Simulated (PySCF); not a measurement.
**Unknowns**

- GIAO PBE0/pcSseg-1 shieldings
- GFN2-xTB geometry
- run in PySCF
- non-relativistic Hamiltonian, equivalent nuclei averaged, a single conformation, isolated molecule

Chemical shifts δ = σref − σ; TMS for ¹H (31.72 ppm), ¹³C (186.93 ppm), all at this level. Splittings of carbon signals by F and P are missing where no couplings were computed. Where no couplings were computed, multiplicities follow the n + 1 count of equivalent neighbours, and m marks all less simple cases (inequivalent or close neighbours, rings, F or P nearby). Shifts are as computed. Against solution values, carbons near 30 ppm lie about +3 ppm off and those near 130 ppm about +5 ppm. Of 1211 compounds with measured shifts, 218 miss one by over three times the rms of a fit or turn the order of signals round; such compounds aren't used in these exercises.

**Question.** C7H8NOP. ¹H NMR (400 MHz, computed): δ 8.23 (m, 1H), 3.12 (m, 1H), 1.47 (d, 6H). ¹³C{¹H} NMR (computed): δ 225.7 (C), 158.9 (CH), 121.0 (C), 118.9 (C), 38.3 (CH), 31.4 (CH3). Identify the compound.

**Answer.** SMILES CC(C)c1occ(C#N)p1. 6 carbon signals for 7 carbons: some carbons are equivalent by symmetry or fast rotation. Carbon types of the structure: 3 × C, 2 × CH, 2 × CH3, which accounts for all hydrogens. δC 225.7: substituted aromatic carbon next to the ring oxygen. δC 158.9: aromatic CH next to the ring oxygen. δC 121.0: substituted aromatic carbon. δC 118.9: nitrile carbon; typical of a nitrile.

The data come from this structure; uniqueness wasn't tested.

**Question.** C5H9N3OSi. ¹H NMR (500 MHz, computed): δ 9.55 (s, 1H), 5.21 (s, 3H), 3.00 (q, 2H), 1.36 (t, 3H). ¹³C{¹H} NMR (computed): δ 168.7, 161.1, 158.7, 32.1, 15.0. Give a structure.

**Answer.** SMILES CCc1ncnnc1O[SiH3]. Rings plus π bonds: 4 (1 ring in the answer). 5 carbon signals for 5 carbons: no two carbons are equivalent. Carbon types of the structure: 2 × C, 1 × CH, 1 × CH2, 1 × CH3, leaving 3 H on heteroatoms. δC 168.7: aromatic carbon bearing oxygen; an ipso carbon deshielded by its heteroatom. δC 161.1: substituted aromatic carbon next to a ring nitrogen. δC 158.7: aromatic CH between two ring heteroatoms. δH 9.55: hydrogen on an aromatic CH between two ring heteroatoms; ring-current deshielding.

The shifts were computed for this structure.
